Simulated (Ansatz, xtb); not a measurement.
Molecule: C2H4N, net charge -1, singlet state. It need not be the lowest isomer of its formula. Whether it binds its extra electron was not tested at this geometry. SMILES: [CH2-]N=C
Geometry from a B3LYP-D3(BJ)/def2-TZVP (Ansatz, a first-principles code) optimisation:
```
N
C 1 1.3179
C 1 1.3179 2 126.88
H 3 1.0866 1 119.47 2 180.00
H 2 1.0866 1 119.47 3 180.00
H 3 1.1007 4 117.74 1 -180.00
H 2 1.1007 5 117.74 1 180.00
```
Charge -1, spin multiplicity 1.

Harmonic wavenumbers from GFN2-xTB (xtb, at its own minimum), cm⁻¹: 138, 323, 415, 690, 758, 1038, 1130, 1264, 1442, 1492, 1623, 2671, 2726, 2926, 2949.

**Question.** Give the harmonic wavenumbers at B3LYP-D3(BJ)/def2-TZVP (Ansatz, finite differences of forces, unscaled).

**Answer.** 373, 425, 435, 616, 734, 1100, 1148, 1217, 1458, 1483, 1509, 2920, 2947, 3100, 3106 cm⁻¹. Zero-point energy 32.3 kcal/mol.

**Question.** From these and the geometry, give the ideal-gas thermochemistry at 298.15 K and 1 atm (rigid rotor, harmonic oscillator).

**Answer.** Point group C2v, rotational symmetry number 2. Rotational constants 74.72, 11.11, 9.67 GHz. S(trans) 37.14, S(rot) 19.84, S(vib) 3.66, S(elec, spin only) 0.00, S 60.6 cal/(mol K). H(298) - H(0) 3.14 kcal/mol; G - E(el) 17.3 kcal/mol.
